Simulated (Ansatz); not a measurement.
Molecule: C3H10O2Si, charge 0, multiplicity 1. 
Structure (B3LYP-D3(BJ)/def2-TZVP (Ansatz, an electronic-structure program) minimum search):
```
Si
O 1 1.6472
C 2 1.4171 1 123.59
H 3 1.0899 2 108.15 1 -180.00
H 3 1.0949 4 108.64 2 -120.96
H 3 1.0949 4 108.64 5 -118.07
H 1 1.4887 2 110.14 3 59.00
H 1 1.4887 7 107.16 2 119.81
C 1 1.8689 7 111.28 8 121.86
H 9 1.0938 1 108.38 7 62.54
H 9 1.0938 10 106.74 1 -116.55
C 9 1.5161 10 109.35 11 -118.19
H 12 1.0974 9 110.26 10 -62.39
H 12 1.0974 13 107.61 9 120.29
O 12 1.4281 13 110.21 14 120.20
H 15 0.9631 12 108.75 13 -59.31
```
Charge 0, spin multiplicity 1.

Wanted: atomisation energy (electronic, to ground-state atoms); the coupled-cluster value holds the core correlation from cc-pwCVTZ, in kJ/mol. Correlated levels leave the core frozen unless marked. UHF or UKS for open shells. No spin-orbit coupling. Non-relativistic. Basis-set limits of correlation are two-point, X^-3; Hartree-Fock from the larger set.

Level to compare with: CCSD(T)/CBS(cc-pV(T+d)Z,cc-pV(Q+d)Z) plus the core term (Ansatz), 6041.0 kJ/mol. It is a level with limits of its own, and the differences hold the functionals' basis error too.

Rank these functionals by how close they come to CCSD(T)/CBS(cc-pV(T+d)Z,cc-pV(Q+d)Z), closest first: B3LYP/def2-TZVPD (Ansatz); r2SCAN0/def2-TZVPD (Ansatz); r2SCAN/def2-TZVPD (Ansatz).

r2SCAN/def2-TZVPD (meta-GGA, 6007.0 kJ/mol, difference -34.0), B3LYP/def2-TZVPD (global hybrid, 5958.9 kJ/mol, difference -82.1), r2SCAN0/def2-TZVPD (hybrid meta-GGA, 5924.7 kJ/mol, difference -116.3)
